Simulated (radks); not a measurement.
The numbers below are computed, except where a source is named.
Orbital eigenvalues (eV) of the holmium ion Ho49+, [Ar], at several levels of relativity; Dirac values are averaged over j with weights 2j + 1. Spin-unpolarised spherical Kohn-Sham, LDA (Slater exchange, Perdew-Wang correlation), point nucleus unless stated (finite: rms radius 5.2022 fm), a radial shooting solver on a logarithmic mesh with Libxc functionals. A level marked "c x" has the speed of light scaled by that factor and shares open shells by 2j + 1; other Dirac levels either fill j = l - 1/2 first or share by 2j + 1.

shell,non-rel.,scalar-rel.,"Dirac, low j first","Dirac, c x 5","change of magnitude, last against first (%)"
1s,-54989,-58716,-58657,-55118,+0.24
2s,-11454,-12458,-12445,-11488,+0.30
2p,-11104,-11423,-11451,-11117,+0.11
3s,-4503.7,-4799.2,-4796.0,-4514.1,+0.23
3p,-4368.6,-4486.8,-4493.8,-4373.2,+0.11
